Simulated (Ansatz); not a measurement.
`[Cl][Hf]([Cl])([Cl])[I]` + `[SH][Sn]([Cl])([Cl])[Cl]` → `[SH][Hf]([Cl])([Cl])[Cl]` + `[Cl][Sn]([Cl])([Cl])[I]` at 500 K and 1 bar (redistribution).

Program: Ansatz. Geometries: PBE0-D4/def2-TZVP. ΔE: electronic, gas phase. CCSD(T)/CBS adds triple-zeta CCSD(T) − MP2 to the extrapolated MP2 energy (def2 sets, frozen cores). def2 core potentials past Kr. For Hf, I, Sn outer-core shells are correlated without core-valence functions, which leaves a few kJ/mol of doubt a bond. Each species was taken in one conformer, which may not be the lowest.

| species | CCSD(T)/CBS energy (Eh) | H − E (kJ/mol) | S (J/(mol·K)) |
| --- | --- | --- | --- |
| `[Cl][Hf]([Cl])([Cl])[I]` | -1724.97910 | 55.6 | 459.4 |
| `[SH][Sn]([Cl])([Cl])[Cl]` | -1991.90544 | 81.8 | 468.7 |
| `[SH][Hf]([Cl])([Cl])[Cl]` | -1825.89364 | 80.9 | 476.1 |
| `[Cl][Sn]([Cl])([Cl])[I]` | -1890.98666 | 55.6 | 452.7 |

H − E and S are ideal-gas, rigid-rotor, harmonic terms from PBE0-D4/def2-TZVP, for one conformer and one mirror image of each species. 1 Eh = 2625.50 kJ/mol, R = 8.31446 J/(mol·K).

Question: By hand: ΔE, ΔH, ΔS and ΔG.

Answer: ΔE = (-1825.89364) + (-1890.98666) − (-1724.97910) − (-1991.90544) = 0.00424 Eh = 11.1 kJ/mol. Δ(H − E) = 80.9 + 55.6 − 55.6 − 81.8 = -0.9, so ΔH = 10.2 kJ/mol. ΔS = 476.1 + 452.7 − 459.4 − 468.7 = 0.7 J/(mol·K). ΔG = 10.2 − 500 × (0.7)/1000 = 9.8 kJ/mol.

Question: By hand: the equilibrium constant, and the temperature at which ΔG would vanish if ΔH and ΔS stayed fixed.

Answer: log₁₀ K = −ΔG/(RT ln 10) = -1.0. ΔG = 0 at ΔH/ΔS = 14571 K, far beyond where these terms or the molecules hold.

The number of gas molecules stays the same, so ΔS is small and ΔH decides. A doubt of 5 kJ/mol in ΔE shifts log₁₀ K by 0.5 here. Other conformers and mirror images would add mixing entropy, several J/(mol·K) or more a flexible species. Modes under 60 cm⁻¹, often nearly free rotors, make the harmonic entropy too high. These are equilibria of isolated gas molecules and say nothing of rates. Largest T1 diagnostic: 0.014 (customary marks: 0.02 for closed shells, 0.045 for open ones).
